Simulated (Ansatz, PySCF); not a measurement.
Molecule: GeCl2 (charge 0, singlet). 
Coordinates optimised at B3LYP-D3(BJ)/def2-TZVP (Ansatz, an electronic-structure program):
```
Ge
Cl 1 2.2046
Cl 1 2.2046 2 100.44
```
Charge 0, spin multiplicity 1.

Dipole moments at this geometry, in debye (magnitudes).

| level | program | dipole (D) |
|---|---|---|
| BP86/def2-TZVPD | PySCF | 1.97 |
| B3LYP/def2-TZVPD | Ansatz | 2.17 |
| PW6B95/def2-TZVPD | PySCF | 2.20 |
| MN15/def2-TZVPD | PySCF | 2.14 |
| wB97M-V/def2-TZVPD | Ansatz | 2.22 |
| CCSD(T)/def2-SVPD | Ansatz | 2.10 |
